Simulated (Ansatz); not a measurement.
Reactions of C2H7BBrNO, SMILES `CN(C)B(O)Br`.

Calculated with Ansatz (gas phase, PBE0-D4/def2-TZVP geometries, no zero-point term in ΔE). CBS: MP2 limit from def2 TZ/QZ plus the TZ coupled-cluster correction, frozen cores. This one scheme is used for every species, atoms too. DFT in def2-TZVPP. No spin–orbit coupling; open shells (•) take unrestricted orbitals. Spin–orbit coupling would lower the free atoms: clearly for Br. Bonds to Br, Ga, Mg are less sure, by a few kJ/mol each and by 10 to 20 or more in all where they break to atoms, as the def2 sets lack core-valence functions. Scalar relativity is left out up to krypton. Each species was taken in one conformer, which may not be the lowest.

```json
{"reaction": "`CN(C)B(O)Br` + H–F → `OB(F)Br` + `CNC`", "MP2/CBS(def2) (eV)": "0.01", "CCSD/CBS(def2) (eV)": "-0.12", "PBE0-D4 (eV)": "-0.13", "B2PLYP (eV)": "-0.23", "CCSD(T)/CBS(def2) (eV)": "-0.07"}
{"reaction": "`CN(C)B(O)Br` + `C=N[SiH](O)F` → `CN(C)B(O)F` + `C=N[SiH](O)Br`", "MP2/CBS(def2) (eV)": "0.15", "CCSD/CBS(def2) (eV)": "0.10", "PBE0-D4 (eV)": "0.02", "B2PLYP (eV)": "0.08", "CCSD(T)/CBS(def2) (eV)": "0.11"}
{"reaction": "`CN(C)B(O)Br` → `CN(C)[B]O`• + Br•", "MP2/CBS(def2) (eV)": "5.27", "CCSD/CBS(def2) (eV)": "4.94", "PBE0-D4 (eV)": "4.87", "B2PLYP (eV)": "4.78", "CCSD(T)/CBS(def2) (eV)": "5.06"}
{"reaction": "`CN(C)B(O)Br` + `[NH2][Ga]([NH2])[OH]` → `OB(O)Br` + `C[N](C)[Ga]([NH2])[NH2]`", "MP2/CBS(def2) (eV)": "0.28", "CCSD/CBS(def2) (eV)": "0.24", "PBE0-D4 (eV)": "0.23", "B2PLYP (eV)": "0.26", "CCSD(T)/CBS(def2) (eV)": "0.25"}
{"reaction": "`CN(C)B(O)Br` + `B[SiH](N)F` → `BB(O)Br` + `CN(C)[SiH](N)F`", "MP2/CBS(def2) (eV)": "0.31", "CCSD/CBS(def2) (eV)": "0.31", "PBE0-D4 (eV)": "0.31", "B2PLYP (eV)": "0.29", "CCSD(T)/CBS(def2) (eV)": "0.31"}
{"reaction": "`CN(C)B(O)Br` + `[SiH3][O][Mg][SH]` → `OB(Br)O[SiH3]` + `C[N](C)[Mg][SH]`", "MP2/CBS(def2) (eV)": "1.12", "CCSD/CBS(def2) (eV)": "1.09", "PBE0-D4 (eV)": "1.02", "B2PLYP (eV)": "1.04", "CCSD(T)/CBS(def2) (eV)": "1.08"}
{"reaction": "`CN(C)B(O)Br` + `O[SiH3]` → `OB(Br)O[SiH3]` + `CNC`", "MP2/CBS(def2) (eV)": "-0.03", "CCSD/CBS(def2) (eV)": "-0.10", "PBE0-D4 (eV)": "-0.09", "B2PLYP (eV)": "-0.13", "CCSD(T)/CBS(def2) (eV)": "-0.08"}
{"reaction": "`CN(C)B(O)Br` → `O[B]Br`• + `C[N]C`•", "MP2/CBS(def2) (eV)": "5.91", "CCSD/CBS(def2) (eV)": "5.46", "PBE0-D4 (eV)": "5.32", "B2PLYP (eV)": "5.30", "CCSD(T)/CBS(def2) (eV)": "5.57"}
{"reaction": "`CN(C)B(O)Br` + H–F → `CN(C)B(O)F` + HBr", "MP2/CBS(def2) (eV)": "-0.28", "CCSD/CBS(def2) (eV)": "-0.45", "PBE0-D4 (eV)": "-0.44", "B2PLYP (eV)": "-0.54", "CCSD(T)/CBS(def2) (eV)": "-0.40"}
{"reaction": "`CN(C)B(O)Br` + `CC` → `CCB(O)Br` + `CNC`", "MP2/CBS(def2) (eV)": "1.32", "CCSD/CBS(def2) (eV)": "1.27", "PBE0-D4 (eV)": "1.27", "B2PLYP (eV)": "1.29", "CCSD(T)/CBS(def2) (eV)": "1.28"}
```

Largest T1 diagnostic: 0.014, for `C[N]C`•.
